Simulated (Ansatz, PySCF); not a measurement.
Molecule: sum formula SiAsH₄, net charge 0, doublet state. It need not be the lowest isomer of its formula. 
Geometry from a B3LYP-D3(BJ)/def2-TZVP (Ansatz, a first-principles code) optimisation:
```xyz
6

Si    -1.5362     0.2922    -0.4070
As     0.7188    -0.1301     0.2069
H     -1.7894     1.7563    -0.2977
H     -2.4281    -0.4012     0.5642
H      1.2961     0.4154    -1.0938
H      0.7093    -1.5668    -0.3019
```
Charge 0, spin multiplicity 2.

Quantity: atomisation energy (electronic, to ground-state atoms), in kJ/mol. Valence correlation only, unless marked. Open shells are spin-unrestricted. Spin-orbit coupling is left out. Frozen are the shells of the preceding noble gas and the d and f shells that filled before the atom's block. No relativistic terms. The coupled-cluster limit lacks core correlation, which all-electron functionals hold. CBS marks a two-point X^-3 extrapolation of the correlation energy; Hartree-Fock from the larger set. [CCSD(T)-MP2]/basis is that difference in the basis named.

```json
[
 {"level": "HF/def2-TZVPD", "program": "PySCF", "atomisation energy (kJ/mol)": "1018.9"}
]
```

### Question
What does RI-MP2/CBS(def2-TZVPPD,def2-QZVPPD)+[CCSD(T)-MP2]/def2-TZVPPD (Ansatz) give?

### Answer
1431.7 kJ/mol
